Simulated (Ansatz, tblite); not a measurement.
Forces on Al₁₃As₁₄H₃₄⁺, a nanocrystal cut from zinc blende AlAs (hydrogen-capped) at its PBE-D4/def2-SVP geometry. Total charge 1; singlet.

The xTB rows come from tblite. Single mean-field runs in def2-TZVP are fitted with def2-universal-jkfit.

GFN2-xTB (tblite), largest force 0.86 eV/Å:

```xyz
61
positions Å, forces eV/Å
Al   -3.989   -3.066    0.486   -0.090    0.049    0.267
Al   -2.301   -0.683    3.935    0.215    0.183    0.309
Al   -3.644   -1.466   -2.746   -0.738   -0.421    0.119
Al   -1.206    2.115   -3.753   -0.021    0.376   -0.365
Al   -0.348    3.098    3.411   -0.049    0.230    0.445
Al    0.283    4.326   -0.825    0.064    0.482   -0.154
Al   -1.862    0.850    0.268   -0.584    0.179    0.211
Al    0.420   -2.394    1.695   -0.068   -0.322    0.427
Al    0.633   -1.195   -2.115    0.401   -0.349   -0.167
Al    2.077    1.054    0.824    0.447    0.151    0.332
Al    2.087   -0.132    4.790   -0.126   -0.055    0.021
Al    3.089    1.690   -2.967   -0.188    0.321   -0.075
Al    4.832   -2.277   -0.743    0.084   -0.012    0.016
As   -3.657   -0.705   -0.399   -0.068   -0.357   -0.021
As   -2.068    1.491    2.623    0.062   -0.101    0.393
As   -1.683   -3.725    1.316   -0.107    0.022   -0.082
As    0.105   -1.428    3.930    0.139    0.180    0.182
As   -1.544    2.705   -1.357    0.253    0.191   -0.296
As   -3.075    0.508   -4.214   -0.070   -0.029   -0.128
As   -1.360   -2.551   -2.796   -0.255    0.009   -0.045
As    0.841    0.715   -3.637    0.211    0.439   -0.085
As   -0.128    4.836    1.594   -0.020    0.167    0.001
As    1.735    1.782    3.147   -0.165   -0.174    0.369
As    2.266    2.831   -0.866    0.015    0.124   -0.598
As    0.223   -0.433    0.160    0.098   -0.257   -0.061
As    2.691   -2.584   -2.126    0.222    0.134    0.218
As    4.135   -0.358    0.770    0.030   -0.310   -0.197
H    -4.076   -3.821   -0.942    0.025    0.064    0.059
H    -5.079   -3.170    1.641    0.256   -0.028   -0.370
H    -2.859   -0.354    5.391    0.062   -0.122   -0.372
H    -3.050   -1.672    2.897   -0.115   -0.014   -0.115
H    -4.841   -2.304   -3.366    0.388    0.278    0.080
H    -1.160    3.344   -4.763   -0.037   -0.335    0.265
H    -0.625    3.785    4.819    0.065   -0.132   -0.383
H     0.318    5.607   -1.769   -0.024   -0.336    0.252
H     1.736   -3.198    1.249   -0.134    0.187   -0.128
H     1.821    0.406    6.269    0.162   -0.150   -0.319
H     3.426   -0.874    4.302   -0.182    0.147    0.237
H     3.642    2.709   -4.059   -0.067   -0.320    0.267
H     3.884    0.394   -2.419    0.018   -0.082    0.035
H     5.912   -1.712   -1.769   -0.198   -0.209    0.251
H     4.904   -3.584    0.166    0.052    0.268   -0.245
H    -4.979    0.044   -0.267    0.096    0.017   -0.050
H    -3.402    2.226    2.718    0.049    0.002   -0.085
H    -1.907   -4.442    2.641    0.130    0.039   -0.446
H    -1.265   -4.957    0.512   -0.095    0.041    0.282
H     0.062   -2.696    4.784   -0.014    0.085   -0.136
H    -2.821    3.543   -1.348    0.005   -0.040    0.021
H    -4.353    1.328   -4.343    0.273   -0.245   -0.155
H    -2.986    0.050   -5.666   -0.201    0.205    0.246
H    -1.089   -3.155   -4.168   -0.008   -0.124    0.261
H    -1.405   -3.843   -1.993    0.081    0.129   -0.296
H     1.009    0.090   -5.020   -0.057   -0.054    0.039
H    -1.327    5.778    1.638    0.376   -0.034    0.042
H     0.929    5.842    2.035   -0.379   -0.080   -0.085
H     2.859    2.802    3.327   -0.013    0.031   -0.104
H     3.419    3.696   -0.360   -0.069   -0.060    0.068
H     2.174   -4.005   -1.934    0.104    0.182   -0.257
H     3.048   -2.702   -3.603   -0.161   -0.191    0.258
H     4.249   -0.816    2.223    0.106    0.235   -0.349
H     5.275    0.654    0.778   -0.184   -0.208    0.193
```

PBE-D4/def2-TZVP (Ansatz), largest force 0.08 eV/Å:

```
Al -0.042 -0.023 -0.006
Al 0.004 -0.009 -0.002
Al -0.033 -0.049 0.017
Al 0.009 0.026 -0.012
Al -0.002 0.002 0.021
Al 0.000 0.011 -0.026
Al 0.017 -0.009 -0.002
Al 0.017 -0.003 -0.004
Al 0.005 0.015 0.012
Al -0.019 -0.002 0.002
Al 0.017 -0.003 0.001
Al 0.008 -0.008 0.002
Al 0.035 -0.023 -0.007
As -0.042 0.024 -0.007
As -0.043 0.024 0.003
As -0.003 -0.051 0.029
As -0.006 -0.056 0.028
As -0.032 0.028 0.000
As -0.041 0.016 -0.058
As -0.010 -0.057 -0.013
As 0.002 -0.021 -0.041
As -0.003 0.069 0.022
As 0.030 0.034 0.004
As 0.035 0.029 0.021
As 0.008 0.005 -0.005
As 0.000 -0.047 -0.038
As 0.050 0.016 0.048
H 0.015 0.046 0.049
H 0.055 0.006 -0.063
H 0.012 -0.010 -0.047
H 0.021 0.029 0.022
H 0.046 0.032 0.023
H -0.001 -0.044 0.038
H 0.010 -0.024 -0.049
H 0.000 -0.047 0.033
H -0.048 0.038 0.015
H 0.015 -0.017 -0.059
H -0.050 0.033 0.024
H -0.018 -0.041 0.041
H -0.032 0.045 -0.019
H -0.045 -0.027 0.043
H -0.001 0.053 -0.040
H 0.059 -0.033 -0.006
H 0.058 -0.031 -0.006
H 0.015 0.027 -0.062
H -0.015 0.043 0.035
H -0.002 0.053 -0.043
H 0.058 -0.038 -0.002
H 0.062 -0.041 0.002
H -0.010 0.026 0.069
H -0.011 0.026 0.065
H 0.006 0.056 -0.050
H -0.011 0.024 0.063
H 0.063 -0.040 -0.002
H -0.055 -0.044 -0.022
H -0.052 -0.042 -0.011
H -0.051 -0.039 -0.020
H 0.021 0.066 -0.018
H -0.021 -0.002 0.069
H -0.004 0.031 -0.069
H -0.053 -0.049 0.008
```

r2SCAN-D4/def2-TZVP (Ansatz), largest force 0.39 eV/Å:

```
Al -0.078 -0.054 -0.023
Al -0.018 0.000 0.028
Al -0.054 -0.059 -0.009
Al 0.013 0.054 -0.037
Al -0.009 0.010 0.069
Al -0.001 0.039 -0.046
Al 0.010 -0.041 0.027
Al 0.015 -0.008 0.002
Al 0.027 0.009 0.022
Al 0.009 -0.026 0.014
Al 0.015 0.001 0.016
Al 0.023 0.008 -0.022
Al 0.052 -0.042 -0.010
As -0.257 0.110 -0.057
As -0.234 0.151 0.002
As 0.030 -0.375 0.106
As -0.002 -0.281 0.135
As -0.203 0.184 -0.031
As -0.224 0.079 -0.293
As 0.013 -0.334 -0.116
As 0.022 -0.119 -0.236
As -0.020 0.370 0.082
As 0.186 0.197 0.019
As 0.200 0.165 0.099
As 0.038 0.002 -0.038
As -0.040 -0.277 -0.239
As 0.248 0.098 0.259
H 0.013 0.092 0.180
H 0.147 0.006 -0.175
H 0.053 -0.047 -0.170
H 0.081 0.115 0.135
H 0.152 0.115 0.079
H -0.009 -0.152 0.126
H 0.035 -0.081 -0.173
H -0.004 -0.156 0.118
H -0.145 0.094 0.056
H 0.049 -0.068 -0.179
H -0.164 0.092 0.096
H -0.057 -0.133 0.136
H -0.086 0.154 -0.071
H -0.130 -0.088 0.140
H 0.007 0.166 -0.123
H 0.261 -0.153 -0.021
H 0.262 -0.147 -0.015
H 0.047 0.146 -0.269
H -0.081 0.237 0.165
H 0.005 0.248 -0.169
H 0.252 -0.164 -0.003
H 0.266 -0.169 0.027
H -0.021 0.093 0.302
H -0.053 0.125 0.277
H 0.017 0.262 -0.178
H -0.034 0.121 0.274
H 0.250 -0.194 -0.010
H -0.220 -0.208 -0.089
H -0.220 -0.197 -0.034
H -0.225 -0.171 -0.099
H 0.105 0.288 -0.044
H -0.071 0.020 0.300
H -0.013 0.097 -0.319
H -0.228 -0.206 0.004
```
